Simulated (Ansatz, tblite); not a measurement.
Forces on the cluster Ni3H4 at its r2SCAN-D4/def2-SVP geometry. Total charge 0; singlet.

The xTB rows come from tblite. At PBE-D4/def2-TZVP an occupied level lies above an empty one. In the singlet, H4 and H7 lie 0.93 Å apart (atoms count from 1), so these atoms are partly bonded to each other. Another isomer (singlet) lies 0.83 eV lower at PBE0-D4/def2-TZVP; other spin states weren't run for this one.

GFN1-xTB (tblite), largest force 2.15 eV/Å:

```xyz
7
positions Å, forces eV/Å
Ni   -0.879   -1.594    1.776    0.348    0.641   -0.036
Ni    0.490    0.428   -1.093    0.575   -0.394    0.610
Ni    0.588   -0.362    0.876   -0.175   -0.189   -0.118
H    -0.821    0.488   -1.852    0.260    2.005    0.661
H     1.770   -0.120   -0.310   -0.470    0.207   -0.111
H    -0.490   -0.164    2.078   -0.028   -0.479    0.062
H    -0.658    1.324   -1.475   -0.509   -1.791   -1.067
```

GFN2-xTB (tblite), largest force 1.56 eV/Å:

```
Ni -1.060 -0.803 0.735
Ni 0.136 0.528 -1.395
Ni 1.289 0.375 0.796
H -0.228 -0.678 -0.478
H 0.135 -0.029 -0.242
H -0.308 -0.212 0.384
H 0.037 0.819 0.200
```

PBE-D4/def2-TZVP (Ansatz), largest force 1.36 eV/Å:

```
Ni -0.882 -0.948 0.404
Ni 0.630 0.202 -0.786
Ni 0.959 0.241 0.630
H -0.297 0.396 -0.067
H 0.074 -0.046 -0.082
H -0.054 0.290 0.166
H -0.429 -0.137 -0.265
```
